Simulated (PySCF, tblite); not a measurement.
Species: C₅H₈O₂.
Atom-mapped SMILES: `[CH3:1][CH2:2][C@H:3]1[O:4][CH2:5][C:6]1=[O:7]` (hydrogens: H8, H9, H10 on C1; H11, H12 on C2; H13 on C3; H14, H15 on C5)

Computed with GFN2-xTB (tblite), gas phase: Langevin dynamics at 600 K from the optimised GFN2-xTB geometry, time step 0.5 fs, friction 0.01 fs⁻¹, 2000 steps. Over the second half of the run the saved frames average 737 K, 23 % above the target.

Frame at 250 fs, instantaneous temperature 628 K:
```
atom  x, y, z in Å
C1     -2.513    0.311   -0.409
C2     -1.334   -0.344   -1.164
C3     -0.077   -0.606   -0.325
O4      0.985   -0.788   -1.290
C5      1.609    0.425   -0.760
C6      0.633    0.498    0.373
O7      0.612    1.130    1.401
H8     -2.776   -0.199    0.427
H9     -3.235    0.341   -1.172
H10    -2.297    1.357    0.034
H11    -1.774   -1.359   -1.537
H12    -1.103    0.366   -2.028
H13    -0.132   -1.446    0.331
H14     1.454    1.349   -1.443
H15     2.741    0.340   -0.490
```

Frame at 425 fs, instantaneous temperature 456 K:
```
atom  x, y, z in Å
C1     -2.463    0.158   -0.527
C2     -1.206   -0.154   -1.425
C3     -0.079   -0.649   -0.504
O4      1.238   -0.615   -1.008
C5      1.800   -0.324    0.288
C6      0.418    0.088    0.745
O7      0.120    0.626    1.803
H8     -2.978   -0.777    0.025
H9     -3.252    0.383   -1.243
H10    -2.378    1.003    0.169
H11    -1.245   -0.929   -2.280
H12    -1.180    0.734   -2.008
H13    -0.331   -1.748   -0.312
H14     2.687    0.202    0.215
H15     1.882   -1.300    0.702
```

Frame at 625 fs, instantaneous temperature 733 K:
```
atom  x, y, z in Å
C1     -2.291    1.626   -0.150
C2     -0.964    1.480   -0.846
C3     -0.627    0.014   -0.630
O4      0.628   -0.404   -1.270
C5      1.429   -0.284   -0.106
C6      0.209   -0.088    0.719
O7      0.165    0.081    1.940
H8     -2.148    1.547    0.869
H9     -2.779    0.738   -0.415
H10    -2.691    2.525   -0.607
H11    -0.831    1.440   -1.885
H12    -0.230    2.155   -0.294
H13    -1.482   -0.680   -0.781
H14     2.154    0.447   -0.246
H15     1.919   -1.303    0.224
```

Frame at 800 fs, instantaneous temperature 852 K:
```
atom  x, y, z in Å
C1     -2.216    0.796    1.251
C2     -1.185    1.019    0.222
C3     -0.514   -0.174   -0.386
O4      0.206    0.081   -1.503
C5      1.528   -0.119   -0.902
C6      0.749   -0.445    0.410
O7      1.124   -0.793    1.480
H8     -1.755    0.010    2.096
H9     -3.228    0.543    0.916
H10    -2.323    1.657    1.904
H11    -1.829    1.552   -0.617
H12    -0.388    1.675    0.575
H13    -1.228   -0.982   -0.382
H14     2.227    0.683   -0.602
H15     1.991   -0.952   -1.415
```

Frame at 1000 fs, instantaneous temperature 710 K:
```
atom  x, y, z in Å
C1     -1.710    0.340    1.609
C2     -1.100    1.183    0.377
C3     -0.219    0.337   -0.511
O4      0.864    0.927   -1.296
C5      1.934    0.193   -0.653
C6      0.885   -0.602    0.293
O7      1.052   -1.508    1.013
H8     -2.088   -0.699    1.222
H9     -2.523    0.923    1.976
H10    -1.154   -0.038    2.545
H11    -1.904    1.700   -0.275
H12    -0.547    2.003    0.777
H13    -0.972   -0.419   -0.891
H14     2.623    0.828   -0.255
H15     2.603   -0.492   -1.196
```

**Question.** What do single points at PBE0/pcSseg-1 (PySCF, gas phase) give on these frames?

**Answer.** 
```csv
t (fs),GFN2-xTB E above start (eV),DFT E above lowest frame (eV),HOMO (eV),LUMO (eV),dipole (D)
250,0.95,0.00,-7.46,-1.16,1.35
425,1.42,0.44,-7.44,-1.28,1.48
625,1.38,0.47,-7.34,-1.09,1.51
800,1.17,0.18,-7.35,-0.85,0.93
1000,1.66,0.62,-7.20,-0.81,1.00
```

The two levels order the frames alike by energy but for pairs within 0.08 eV at one level; measured from each level's lowest frame they differ by 0.09 eV at most. The HOMO–LUMO gap runs from 6.16 to 6.50 eV. These are instantaneous structures, not minima.

**Question.** And the isotropic GIAO shieldings (ppm) from the same runs?

**Answer.** 
| atom | 250 fs | 425 fs | 625 fs | 800 fs | 1000 fs | mean | range |
| --- | --- | --- | --- | --- | --- | --- | --- |
| C1 | 174.9 | 168.9 | 181.7 | 168.8 | 168.5 | 172.6 | 13.2 |
| C2 | 140.1 | 153.4 | 156.3 | 153.8 | 151.1 | 150.9 | 16.2 |
| C3 | 85.7 | 84.6 | 64.4 | 89.8 | 54.5 | 75.8 | 35.3 |
| O4 | 309.8 | 308.6 | 282.4 | 306.0 | 273.3 | 296.0 | 36.5 |
| C5 | 87.4 | 100.8 | 95.1 | 81.0 | 78.4 | 88.5 | 22.4 |
| C6 | -31.4 | -32.7 | -41.3 | -29.1 | -26.2 | -32.1 | 15.1 |
| O7 | -320.8 | -351.2 | -335.7 | -287.9 | -277.5 | -314.6 | 73.7 |
| H8 | 32.4 | 28.3 | 31.7 | 27.4 | 29.0 | 29.8 | 5.0 |
| H9 | 31.1 | 30.2 | 32.3 | 30.0 | 30.9 | 30.9 | 2.3 |
| H10 | 29.3 | 29.7 | 29.8 | 30.1 | 28.5 | 29.5 | 1.6 |
| H11 | 27.3 | 28.3 | 30.4 | 27.5 | 28.3 | 28.4 | 3.1 |
| H12 | 27.9 | 29.4 | 28.8 | 29.8 | 29.6 | 29.1 | 1.9 |
| H13 | 26.8 | 25.0 | 26.2 | 27.2 | 25.2 | 26.1 | 2.2 |
| H14 | 25.0 | 27.9 | 26.9 | 26.0 | 27.0 | 26.6 | 2.9 |
| H15 | 25.0 | 27.2 | 25.3 | 25.7 | 26.2 | 25.9 | 2.2 |

What follows is the cost of the whole dynamics run. Time: 9.7 s of wall time; peak memory 0.18 GiB. Hardware: one thread, AMD EPYC 7R43 (x86_64) (shared host).
